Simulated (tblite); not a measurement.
C7H7BO.
Numbering: `[CH2:1]=[C:2]=[CH:3][BH:4][c:5]1[cH:6][cH:7][cH:8][o:9]1` (hydrogens: H10, H11 on C1; H12 on C3; H13 on B4; H14 on C6; H15 on C7; H16 on C8)

Computed with GFN2-xTB (tblite), gas phase: L-BFGS steps from a force-field or distance-geometry start until the largest atomic force falls under 0.01 eV/Å.

Step 13: E = -645.3200 eV
```
atom  x, y, z in Å  |  force x, y, z in eV/Å
C1      4.0688    0.2382   -0.2026    0.059  -0.016  -0.012
C2      2.8102    0.4406    0.0550   -0.094   0.068   0.097
C3      1.5216    0.5788    0.2526    0.005   0.018  -0.106
B4      0.5306   -0.3541   -0.3927   -0.115   0.012  -0.051
C5     -0.9836   -0.1894   -0.1306   -0.001   0.042   0.017
C6     -2.0243   -0.9440   -0.6332    0.090   0.017   0.005
C7     -3.2250   -0.4060   -0.1257    0.057  -0.056  -0.042
C8     -2.8529    0.6462    0.6591    0.037  -0.052  -0.038
O9     -1.5195    0.7822    0.6616    0.026   0.108   0.081
H10     4.8270    0.8806    0.2143   -0.097   0.039  -0.122
H11     4.4276   -0.5612   -0.8275   -0.081  -0.039   0.136
H12     1.0890    1.3276    0.8887    0.031  -0.059   0.125
H13     0.8777   -1.2304   -1.0824    0.053  -0.049  -0.065
H14    -1.9078   -1.7809   -1.2916   -0.090  -0.021  -0.004
H15    -4.2172   -0.7623   -0.3236    0.014   0.071   0.050
H16    -3.4298    1.3430    1.2434    0.105  -0.082  -0.072
```

Step 14: E = -645.3290 eV
```
atom  x, y, z in Å  |  force x, y, z in eV/Å
C1      4.0570    0.2394   -0.1988    0.072  -0.005  -0.009
C2      2.8024    0.4506    0.0645   -0.073   0.045   0.159
C3      1.5151    0.5868    0.2535   -0.116   0.103  -0.200
B4      0.5453   -0.3516   -0.4120   -0.286   0.006  -0.091
C5     -0.9687   -0.1972   -0.1367   -0.133   0.136   0.103
C6     -2.0169   -0.9440   -0.6310    0.045   0.030  -0.008
C7     -3.2158   -0.3992   -0.1227    0.098  -0.069  -0.035
C8     -2.8396    0.6536    0.6616    0.093  -0.125  -0.066
O9     -1.5012    0.7765    0.6585   -0.035   0.220   0.140
H10     4.8197    0.8873    0.1950   -0.046   0.160  -0.205
H11     4.4027   -0.5730   -0.8101   -0.029  -0.180   0.200
H12     1.0391    1.3018    0.8952    0.123  -0.094   0.278
H13     0.8858   -1.2367   -1.0896    0.113  -0.055  -0.112
H14    -1.9030   -1.7770   -1.2908   -0.111  -0.104  -0.057
H15    -4.2073   -0.7596   -0.3198    0.028   0.100   0.058
H16    -3.4223    1.3512    1.2480    0.255  -0.170  -0.154
```

Problem. Estimate the geometry and energy of step 15. (The exact step hangs on the optimiser's Hessian estimate; all steps are aligned on step 14, rigid shifts and turns removed.)

Solution. E = -645.3342 eV, largest force 0.942 eV/Å
```
atom  x, y, z in Å  |  force x, y, z in eV/Å
C1      4.0147    0.2442   -0.1849    0.147   0.060   0.006
C2      2.7740    0.4873    0.1017   -0.004  -0.024   0.364
C3      1.4890    0.6184    0.2528   -0.799   0.474  -0.158
B4      0.5938   -0.3419   -0.4835   -0.780  -0.011  -0.067
C5     -0.9165   -0.2220   -0.1566   -0.544   0.382   0.281
C6     -1.9894   -0.9440   -0.6235   -0.074   0.091  -0.056
C7     -3.1802   -0.3759   -0.1121    0.153  -0.179  -0.044
C8     -2.7902    0.6770    0.6686    0.266  -0.286  -0.095
O9     -1.4365    0.7590    0.6493   -0.237   0.528   0.288
H10     4.7925    0.9147    0.1215    0.063   0.339  -0.420
H11     4.3122   -0.6191   -0.7433    0.107  -0.423   0.393
H12     0.8657    1.2063    0.9234    0.787  -0.357   0.280
H13     0.9160   -1.2599   -1.1169    0.275  -0.006  -0.241
H14    -1.8889   -1.7650   -1.2888   -0.166  -0.361  -0.223
H15    -4.1720   -0.7473   -0.3048    0.098   0.201   0.085
H16    -3.3919    1.3771    1.2619    0.707  -0.426  -0.394
```

The energy changes by -0.0052 eV. The first-order estimate −F·Δx gives -0.0393 eV and the mean of the old and new forces, exact on a quadratic surface, +0.0087 eV. The step makes an angle of 82° with the force vector and moves no atom by more than 0.200 Å.

What follows is the cost of the whole relaxation. Hardware: Arm Neoverse N1, one thread, shared host with 64 logical CPUs at a one-minute load of 60. Cost: 0.91 s.
